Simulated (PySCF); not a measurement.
## Peak assignment

Atoms are numbered as in `[F:1][C@H:2]1[CH:3]=[C:4]([O:5][C:6]([F:7])([F:8])[F:9])[CH2:10]1`. Hydrogens are named by the atom that carries them. Ha(C10) is cis to F1 on the ring; Hb(C10) is trans to F1 on the ring.

- structure optimised with GFN2-xTB
- shielding tensors at PBE0/pcSseg-1 (GIAO)
- code: PySCF 2.14
- one conformer, one averaged value for each set of equivalent atoms, no relativistic terms, no solvent model

Chemical shifts δ = σref − σ; 13C (σref 186.93), 1H (σref 31.72) against TMS, all at this level.

(1) Assign these signals to the numbered atoms. 13C{1H} NMR (computed): δ 157.7 (C), 129.9 (C), 119.8 (CH), 82.7 (CH), 44.6 (CH2).

(2) Assign these signals to the numbered atoms. 1H NMR (400 MHz, computed): δ 5.49 (m, 1H), 5.45 (m, 1H), 3.23 (m, 1H), 3.08 (m, 1H).

Answers

(1) 
```tsv
δ (ppm)	atoms	environment	reason
157.7	C4	alkene carbon bearing oxygen	an sp2 carbon further deshielded by the attached heteroatom
129.9	C6	CF3 carbon	4 electronegative neighbours deshield it
119.8	C3	β carbon of an enol-ether or enamine type C=C	–
82.7	C2	allylic sp3 CH bonded to F	deshielded by the electronegative neighbour
44.6	C10	allylic sp3 CH2	aliphatic region, no heteroatom directly attached
```

(2) 
```tsv
δ (ppm)	atoms	environment	reason
5.49	H(C3)	hydrogen on a β carbon of an enol-ether or enamine type C=C	a vinylic proton, deshielded by the sp2 carbon and the C=C anisotropy
5.45	H(C2)	hydrogen on an allylic sp3 CH bonded to F	its carbon carries F, hence the downfield position
3.23	Hb(C10)	hydrogen on an allylic sp3 CH2	–
3.08	Ha(C10)	hydrogen on an allylic sp3 CH2	allylic position
```

H(C3) and H(C2) lie closer than the usual error of such a calculation, so a measured spectrum could show them in the other order.

Splittings by 19F in the carbon and heteronuclear signals aren't shown, as no couplings were computed. Shifts are as computed. Against solution values, carbons near 30 ppm lie about +3 ppm off and those near 130 ppm about +5 ppm (rms about the fit 2.1 ppm; single classes can miss by 10 ppm). Of 1328 compounds with measured shifts, 309 miss one by over three times the rms of a fit or turn the order of signals round; such compounds aren't used in these exercises. Signals without a measured value on file couldn't be tested in this way; 1H shifts scatter by 0.2 ppm about their fit, and single ones miss by 0.5 ppm. Multiplicities follow the n + 1 count of equivalent neighbours, as no J values were calculated; m marks all less simple cases, F and P coupling included.
